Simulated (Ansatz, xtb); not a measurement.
Molecule: IrH, charge 0, multiplicity 3. The spin state was set by rule; other spins were not relaxed. 
Structure (B3LYP-D3(BJ)/def2-TZVP (Ansatz, a first-principles code) minimum search):
```xyz
2

Ir     0.0000     0.0000    -0.0200
H      0.0000     0.0000     1.5390
```
Charge 0, spin multiplicity 3.

Harmonic wavenumbers from GFN2-xTB (xtb, at its own minimum), cm⁻¹: 2112.

Q: Give the harmonic wavenumbers at B3LYP-D3(BJ)/def2-TZVP (Ansatz, finite differences of forces, unscaled).

A: 2282 cm⁻¹. Zero-point energy 3.3 kcal/mol.

Q: From these and the geometry, give the ideal-gas thermochemistry at 298.15 K and 1 atm (rigid rotor, harmonic oscillator).

A: Point group C∞v, rotational symmetry number 1. Rotational constants 207.4, 207.4 GHz. S(trans) 41.68, S(rot) 8.74, S(vib) 0.00, S(elec, spin only) 2.18, S 52.6 cal/(mol K). H(298) - H(0) 2.07 kcal/mol; G - E(el) -10.3 kcal/mol.
